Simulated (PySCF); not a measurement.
**Assignment exercise: C₅H₉FO₂Si**

Atom-mapped SMILES (the numbers label the heavy atoms): `[CH3:1][C:2](=[O:3])[CH2:4][SiH2:5][O:6]/[CH:7]=[CH:8]/[F:9]`. Each H is labelled by its parent atom.

Calculated, not measured (PySCF 2.14): shieldings: GIAO PBE0/pcSseg-1, coordinates at the GFN2-xTB level. Isolated molecule, averaged over atoms made equivalent by symmetry, fast rotation or ring inversion, one computed conformer, no relativistic terms.

Shifts are taken against calculated references (same method and geometry level): $^{13}$C, $^{1}$H vs TMS.

(1) Assign these signals to the numbered atoms. $^{13}$C{$^{1}$H} NMR (computed): δ 208.1 (C), 147.7 (CH), 141.6 (CH), 38.0 (CH2), 33.9 (CH3).

(2) Assign these signals to the numbered atoms. $^{1}$H NMR (400 MHz, computed): δ 7.15 (m, 1H), 7.09 (m, 1H), 4.97 (t, 2H), 2.72 (t, 2H), 2.17 (s, 3H).

## Answers

(1) 
| δ (ppm) | atoms | environment | reason |
| --- | --- | --- | --- |
| 208.1 | C2 | ketone carbonyl carbon | the double bond to the heteroatom, with no lone-pair donor beside it, deshields it most |
| 147.7 | C8 | β carbon of an enol-ether or enamine type C=C | – |
| 141.6 | C7 | alkene carbon bearing oxygen | an sp2 carbon further deshielded by the attached heteroatom |
| 38.0 | C4 | sp3 CH2 bonded to Si, α to a carbonyl | α to the electron-withdrawing carbonyl group |
| 33.9 | C1 | methyl carbon α to a carbonyl | α to the electron-withdrawing carbonyl group |

(2) 
7.15 → H(C7), hydrogen on an alkene carbon bearing oxygen: olefinic region
7.09 → H(C8), hydrogen on a β carbon of an enol-ether or enamine type C=C: olefinic region
4.97 → H(Si5), hydrogen on a silicon bonded to C, O
2.72 → H(C4), hydrogen on an sp3 CH2 bonded to Si, α to a carbonyl: α to C=O
2.17 → H(C1), hydrogen on a methyl carbon α to a carbonyl: α to C=O

H(C7) and H(C8) lie closer than the usual error of such a calculation, so a measured spectrum could show them in the other order.

Splittings by $^{19}$F in the carbon and heteronuclear signals aren't shown, as no couplings were computed. Shifts are as computed. Against solution values, carbons near 30 ppm lie about +3 ppm off and those near 130 ppm about +5 ppm. Of 1211 compounds with measured shifts, 218 miss one by over three times the rms of a fit or turn the order of signals round; such compounds aren't used in these exercises. Multiplicities follow the n + 1 count of equivalent neighbours, as no J values were calculated; m marks all less simple cases, F and P coupling included.
